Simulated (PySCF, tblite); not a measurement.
Isomers of C6H10OSi2. Level: GFN2-xTB in tblite, geometry and Hessian alike; calculated harmonic values, unscaled, isolated species. Against measured fundamentals such values can be off by several per cent, at times by over 20. Modes of hydrogen on silicon can be 10 to 20 % off. One conformer each.

Electronic energies: PBE0-D3(BJ)/def2-SVP at its own geometries (PySCF, gas phase).

```tsv
SMILES	electronic energy, lowest = 0 (kcal/mol)
[SiH3]/C=C/[SiH2]c1ccco1	29.3
CC#C[SiH2]C#C[SiH2]OC	52.5
C=CC1=C[SiH2]C=C[Si@@H]1O	0.4
C#C[C@@H]1C=CC[Si@H]1O[SiH3]	3.9
C#C[C@@H]1C=CC[Si@@H]1O[SiH3]	2.5
c1coc([SiH]2C[SiH2]C2)c1	0.0
```

How do GFN2-xTB zero-point energies change the relative energies?

```json
{"SMILES": "c1coc([SiH]2C[SiH2]C2)c1", "ZPE (kcal/mol)": "85.6", "of it from modes above 1550 cm⁻¹": "42.6", "electronic (kcal/mol)": "0.0", "with ZPE, lowest = 0 (kcal/mol)": "1.3", "lowest mode (cm⁻¹)": "18", "rings": "2"}
{"SMILES": "C=CC1=C[SiH2]C=C[Si@@H]1O", "ZPE (kcal/mol)": "83.9", "of it from modes above 1550 cm⁻¹": "47.7", "electronic (kcal/mol)": "0.4", "with ZPE, lowest = 0 (kcal/mol)": "0.0", "lowest mode (cm⁻¹)": "29", "rings": "1"}
{"SMILES": "C#C[C@@H]1C=CC[Si@@H]1O[SiH3]", "ZPE (kcal/mol)": "82.9", "of it from modes above 1550 cm⁻¹": "45.0", "electronic (kcal/mol)": "2.5", "with ZPE, lowest = 0 (kcal/mol)": "1.1", "lowest mode (cm⁻¹)": "26", "rings": "1"}
{"SMILES": "C#C[C@@H]1C=CC[Si@H]1O[SiH3]", "ZPE (kcal/mol)": "82.7", "of it from modes above 1550 cm⁻¹": "45.0", "electronic (kcal/mol)": "3.9", "with ZPE, lowest = 0 (kcal/mol)": "2.3", "lowest mode (cm⁻¹)": "25", "rings": "1"}
{"SMILES": "[SiH3]/C=C/[SiH2]c1ccco1", "ZPE (kcal/mol)": "81.6", "of it from modes above 1550 cm⁻¹": "42.7", "electronic (kcal/mol)": "29.3", "with ZPE, lowest = 0 (kcal/mol)": "26.6", "lowest mode (cm⁻¹)": "10", "rings": "1"}
{"SMILES": "CC#C[SiH2]C#C[SiH2]OC", "ZPE (kcal/mol)": "81.3", "of it from modes above 1550 cm⁻¹": "44.8", "electronic (kcal/mol)": "52.5", "with ZPE, lowest = 0 (kcal/mol)": "49.4", "lowest mode (cm⁻¹)": "10i", "rings": "0"}
```

The zero-point energies span 4.3 kcal/mol, from `CC#C[SiH2]C#C[SiH2]OC` to `c1coc([SiH]2C[SiH2]C2)c1`. Slightly imaginary modes are left out of the zero-point energy: `CC#C[SiH2]C#C[SiH2]OC` 10.1i, 4.9i cm⁻¹. With it `C=CC1=C[SiH2]C=C[Si@@H]1O` becomes the lowest.

And how do the electronic energies of GFN2-xTB itself compare?

`c1coc([SiH]2C[SiH2]C2)c1` 41.8; `C=CC1=C[SiH2]C=C[Si@@H]1O` 42.6; `C#C[C@@H]1C=CC[Si@@H]1O[SiH3]` 0.0; `C#C[C@@H]1C=CC[Si@H]1O[SiH3]` 0.6; `[SiH3]/C=C/[SiH2]c1ccco1` 43.8; `CC#C[SiH2]C#C[SiH2]OC` 60.2 kcal/mol, lowest = 0. Against the energies above, taken from the same isomer `c1coc([SiH]2C[SiH2]C2)c1`, the largest difference is 45.1 kcal/mol. The two levels were optimised apart and needn't hold the same conformer.

What do entropy and thermal enthalpy add at 298.15 K and 1 bar (rigid rotor, harmonic oscillator, one conformer each)?

| SMILES | point group | symmetry number | S (cal/(mol K)) | H − H(0) (kcal/mol) | ZPE + H − H(0) − TS (kcal/mol) |
| --- | --- | --- | --- | --- | --- |
| C=CC1=C[SiH2]C=C[Si@@H]1O | C1 | 1 | 104.8 | 7.85 | 60.5 |
| C#C[C@@H]1C=CC[Si@@H]1O[SiH3] | C1 | 1 | 109.6 | 8.09 | 58.3 |
| C#C[C@@H]1C=CC[Si@H]1O[SiH3] | C1 | 1 | 113.0 | 8.22 | 57.2 |

Not tabulated: `c1coc([SiH]2C[SiH2]C2)c1` (lowest mode only 18 cm⁻¹); `[SiH3]/C=C/[SiH2]c1ccco1` (lowest mode only 10 cm⁻¹); `CC#C[SiH2]C#C[SiH2]OC` (lowest mode only 10i cm⁻¹).
